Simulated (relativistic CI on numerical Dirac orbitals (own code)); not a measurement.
Computed by Dirac-Coulomb-Breit CI, orbitals from a KLI potential per configuration, model QED, unscaled Slater integrals (own radial code, finite nucleus).

The strongest absorption lines from the ground level of an ion, among the configurations computed and to levels below about 4750 eV (vacuum wavelength in nm, gf): 0.30059 (0.41), 0.30719 (1.5), 0.32096 (0.048), 3.0688 (0.15).

Question: Which ion is it?
A. Ru38+
B. Cd42+
C. Ba50+
D. Zr34+

Answer: B. Cd42+ has 6 electrons and the ground level 2s2 2p2 3P_0; the strongest line goes to 2s2 2p 3d 3D°_1. The pattern of lines fixes the number of electrons, and along that sequence the line energies rise steadily with the charge (about as its square where n changes within one kind of shell, about linearly where n is kept but much faster in heavy ions where fine structure, which grows about as Z⁴, sets the gap, and irregularly where shells cross), which fixes Z. Configurations outside the model, such as inner-shell arrays, can give stronger lines. At this charge energies of transitions that change n are usually good to better than 1 %, and those within a shell (Δn = 0) to a few per cent.

LS names give the leading component of a level, which can be under half, so a name can repeat, a term be missing and a line seem to break the LS rules.
